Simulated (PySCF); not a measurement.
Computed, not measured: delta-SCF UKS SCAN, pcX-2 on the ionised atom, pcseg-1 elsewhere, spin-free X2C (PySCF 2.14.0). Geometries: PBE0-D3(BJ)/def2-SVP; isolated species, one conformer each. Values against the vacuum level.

(1) Order these sites by rising C 1s binding energy.
A. C6 in `[CH3:1][O:2][CH2:3][BH:4][N:5]([CH3:6])[CH3:7]`
B. Carbon in `N#C[SiH2]O`
C. C6 in `[CH3:1][S:2][B@H-:3]1[O:4][CH:5]=[CH:6][CH:7]=[O+:8]1`

(2) Rank by computed O 1s binding energy, lowest first.
A. Oxygen in `CS[B@H-]1OC=CC=[O+]1`
B. Oxygen in `N#C[SiH2]O`
C. Oxygen in `COCBN(C)C`

## Answers

(1) C (290.86 eV), A (291.43 eV), B (292.07 eV).

The highest is bonded to N (triple bond) and Si, the lowest to 2 C and H; the range is 1.21 eV.

(2) C (538.12 eV), A (539.17 eV), B (539.52 eV).

The highest is bonded to H and Si, the lowest to 2 C; the range is 1.40 eV.

2 of these hole states are spin-contaminated (⟨S²⟩ up to 0.87, against 0.75; counted from 0.85) and less certain.
